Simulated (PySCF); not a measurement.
## As: excitation energy

As [Ar] 3d10 4s2 4p3 (4S) → As [Ar] 3d10 4s2 4p2 4d1 (high-spin determinant), as a difference of total energies. Calculation: PySCF 2.14, in aug-cc-pVQZ-DK; scalar relativity by spin-free X2C-1e. Correlated levels: valence: [Ar] 3d10 frozen. The calculations carry no spin-orbit coupling.

| method | excitation energy (cm⁻¹) |
| --- | --- |
| UHF | 67689 |
| LDA | 65797 |
| PBE | 64518 |
| PBE0 | 66287 |
| r2SCAN | 68280 |
| BHandHLYP | 66861 |
| MN15 | 69570 |
| HSE06 | 65884 |
| B3LYP | 65134 |
| MP2 (valence) | 69136 |
| SCS-MP2 (valence) | 68695 |

A first-order spin-orbit estimate (lowest level to lowest level, LS coupling) adds -0.125 eV.

The promoted electron is Rydberg-like, and one or two diffuse shells describe it only roughly, which tends to raise the upper state.

In the upper state the promoted electron has a positive orbital energy at LDA, r2SCAN, MN15, so the basis confines it.

The determinant of the upper state mixes LS terms, which raises its energy above the lowest term, most at the Hartree-Fock and MP2 levels.
